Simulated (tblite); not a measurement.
Compound: C₈H₇P.
SMILES: `Cc1ccccc1C#P`

Level: GFN2-xTB in tblite, geometry and Hessian alike; calculated harmonic values, unscaled, isolated species. The method is semi-empirical: single wavenumbers can be off by several per cent or more.

Harmonic wavenumbers (cm⁻¹): 87.1, 87.7, 94.9, 191.6, 304.3, 306.4, 387.3, 419.3, 480.8, 508.9, 544.9, 667.2, 702.4, 768.8, 810.1, 877.0, 912.2, 925.0, 1004.8, 1030.1, 1084.4, 1094.9, 1172.4, 1181.0, 1228.6, 1262.2, 1316.4, 1406.8, 1421.3, 1456.7, 1473.6, 1483.8, 1559.7, 1588.3, 1720.0, 2994.1, 3010.5, 3043.1, 3070.2, 3076.3, 3084.5, 3093.6.

A = 2862, B = 944.5, C = 713.3 MHz; mass 134.029 u (most abundant isotopes); point group Cs, symmetry number 1.

**Question.** What is the zero-point energy?

**Answer.** ½Σν̃ = 26467 cm⁻¹ = 316.61 kJ/mol.

**Question.** What is S at 298.15 K and 1 bar for an ideal gas of classical rigid rotors and harmonic oscillators?

**Answer.** Translation 169.94, rotation 123.43, vibration 91.48: S = 384.9 J/(mol K).

**Question.** And Cp and H(298.15 K) − H(0)?

**Answer.** Cp = 137.93 J/(mol K), of which vibrations give 104.67 (their classical limit is 42 R = 349.2); H(298.15 K) − H(0) = 24.94 kJ/mol without the zero-point energy, 15.03 from vibrations.

**Question.** How do the functions run with temperature in this model?

**Answer.** 
| T (K) | S (J/(mol K)) | Cp (J/(mol K)) | H − H(0) (kJ/mol) | G − H(0) (kJ/mol) | ln q(vib) |
| --- | --- | --- | --- | --- | --- |
| 150 | 311.1 | 83.6 | 8.58 | -38.09 | 2.00 |
| 250 | 362.2 | 119.9 | 18.73 | -71.81 | 3.97 |
| 400 | 430.6 | 174.3 | 40.88 | -131.35 | 7.03 |
| 600 | 512.6 | 230.3 | 81.70 | -225.84 | 11.19 |
| 900 | 616.7 | 282.2 | 159.30 | -395.76 | 17.18 |

q(vib) and H(0) count from the zero-point level.

**Question.** Which modes carry the vibrational entropy at 298.15 K?

**Answer.** 87.1 cm⁻¹: 15.58; 87.7 cm⁻¹: 15.53; 94.9 cm⁻¹: 14.88; 191.6 cm⁻¹: 9.26; 304.3 cm⁻¹: 5.83; 306.4 cm⁻¹: 5.78 J/(mol K); the other 36 give 24.63 together.

Hindered rotation and anharmonicity are outside this model.

The run took 0.7 s of wall time on one thread of an Intel Xeon Platinum 8375C at 2.90 GHz, shared host. The figure is for the frequency step alone.
